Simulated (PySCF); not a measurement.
Mayer bond orders and bond lengths

Compound: C₆H₉FSSi.
Atom-mapped SMILES: `[CH2:1]=[C:2]1[CH2:3][C:4]([F:5])=[C:6]([S:7][SiH3:8])[CH2:9]1` (hydrogens: H10, H11 on C1; H12, H13 on C3; H14, H15, H16 on Si8; H17, H18 on C9)

Structure used (GFN2-xTB), in Å, numbered top down from 1:
```xyz
18
C6H9FSSi angstrom
C     -3.1174    0.6527   -0.1348
C     -1.8351    0.3377   -0.1364
C     -1.2665   -1.0137    0.2193
C      0.2025   -0.7945    0.0474
F      1.0607   -1.8156    0.2854
C      0.5322    0.4326   -0.3391
S      2.0958    1.1507   -0.6656
Si     3.5250   -0.4316   -0.2974
C     -0.7052    1.2716   -0.4961
H     -3.8768   -0.0627    0.1296
H     -3.4566    1.6394   -0.3984
H     -1.5138   -1.3055    1.2444
H     -1.6375   -1.8023   -0.4423
H      3.4279   -0.8162    1.1010
H      4.7566    0.2848   -0.5923
H      3.2662   -1.5102   -1.2375
H     -0.7960    1.6451   -1.5190
H     -0.6709    2.1439    0.1612
```

Bond orders from the PBE0/pcSseg-1 density (PySCF). Geometry: GFN2-xTB, one conformer, isolated molecule.

**Question.** How far do the computed orders between heavy atoms stray from the drawn ones?

**Answer.** The largest departure is 0.311, at C4–C6 (drawn double, 1.689). Drawn double or triple, more than 0.30 short of the drawn order: C4–C6 (1.689).

**Question.** Give the Mayer order of every bond between heavy atoms, beside its length.

**Answer.** 
```tsv
bond	drawn as	length (Å)	Mayer order
C1–C2	double	1.320	2.039
C2–C3	single	1.509	1.000
C3–C4	single	1.495	1.066
C4–F5	single	1.355	0.893
C4–C6	double	1.328	1.689
C6–S7	single	1.751	1.101
S7–Si8	single	2.164	0.896
C6–C9	single	1.503	0.986
C9–C2	single	1.509	0.994
```

Bonds between the same two heavy elements. C–C: lowest C6–C9 (0.986, 1.503 Å), highest C1–C2 (2.039, 1.320 Å).

**Question.** And the bonds to hydrogen?

**Answer.** C–H: 0.91 to 0.94 (6 bonds); H–Si: 0.93 (3 bonds).

**Question.** Sum the orders of all bonds at each heavy atom with more than one neighbour and set the sums beside the valence in the SMILES.

**Answer.** C1 3.920 (drawn 4), C2 4.033 (drawn 4), C3 3.892 (drawn 4), C4 3.648 (drawn 4), C6 3.776 (drawn 4), S7 1.997 (drawn 2), Si8 3.687 (drawn 4), C9 3.830 (drawn 4). Orders between atoms that aren't bonded are not in these sums.

The Mayer order sums products of elements of PS (density times overlap matrix) between the two atoms' basis functions, so it depends on the basis set.

The run behind these numbers computed NMR shieldings as well. On one thread of an Arm Neoverse N1 (shared host), this took 83 s wall (with the writing of density and orbital grids) and 0.91 GiB of memory at its peak.
